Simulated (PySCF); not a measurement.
## Löwdin shares of the frontier orbitals

Species: H9P3Si3.
Z-matrix (Å and degrees, GFN2-xTB geometry), rows numbered from 1:
```
Si
P   1  2.2423
Si  2  2.2424  1  102.19
P   3  2.2466  2  112.67  1    61.69
Si  4  2.2407  3  101.93  2   -67.81
P   5  2.2408  4  106.96  3    70.84
H   1  1.4705  2  107.16  3    64.09
H   1  1.4649  2  107.28  3  -178.63
H   2  1.3797  1   95.08  3    96.35
H   3  1.4650  2  107.24  1   178.63
H   3  1.4706  2  107.13  1   -64.12
H   4  1.3781  3   95.13  2  -163.90
H   5  1.4661  4  107.25  3  -174.45
H   5  1.4746  4  113.51  3   -55.01
H   6  1.3782  1   95.13  2   163.98
```

Computed, not measured: TDDFT CAM-B3LYP/def2-SVPD, vertical, gas phase, core orbitals frozen in the response in PySCF.

Kohn–Sham orbitals with the atoms that hold most of them (Löwdin shares over 4%, at most four atoms; ? is withheld):

```
orbital  ε (eV)                             atoms
 LUMO+2    0.61  Si5 19%, P6 11%, P4 11%, Si1 10%
 LUMO+1    0.60  P2 17%, Si3 14%, Si1 13%, P4 12%
   LUMO    0.52  Si5 13%, P4 12%, P6 12%, Si3 11%
   HOMO   -8.29                                 ?
 HOMO-1   -8.57                                 ?
 HOMO-2   -8.84   P4 25%, P6 23%, P2 13%, Si5 10%
 HOMO-3   -9.85  P2 17%, Si1 13%, Si3 13%, P6 11%
```

Question: Which atoms hold the HOMO, and with what shares?

Answer: P2 (bonded to 2 Si and H) 42%; P6 (bonded to 2 Si and H) 13%; P4 (bonded to 2 Si and H) 13%; Si1 (bonded to 2 P and 2 H) 9%. By element: phosphorus 68%, silicon 9% or more.

Question: Which atoms hold the HOMO-1, and with what shares?

Answer: P6 (bonded to 2 Si and H) 33%; P4 (bonded to 2 Si and H) 32%; Si5 (bonded to 2 P and 2 H) 11%; Si1 (bonded to 2 P and 2 H) 6%. By element: phosphorus 66% or more, silicon 17% or more.

Question: The HOMO–LUMO gap is 8.80 eV. Where does the response calculation put the lowest singlet, and from which orbitals?

Answer: S1 is at 5.84 eV (f = 0.040), 2.96 eV below the gap, made of HOMO→LUMO (39%), HOMO→LUMO+1 (37%). Without the coupling terms of the response equations the lowest excitation would equal the gap.

Next come S2 at 5.93 eV (f 0.0027), HOMO→LUMO (39%), HOMO→LUMO+1 (32%); S3 at 5.95 eV (f 0.014), HOMO-1→LUMO (54%), HOMO→LUMO+2 (16%); S4 at 6.03 eV (f 0.0053), HOMO→LUMO+2 (44%), HOMO-1→LUMO (20%), HOMO-1→LUMO+1 (18%); S5 at 6.16 eV (f 0.054), HOMO→LUMO+3 (76%).

One conformer stands for the species.
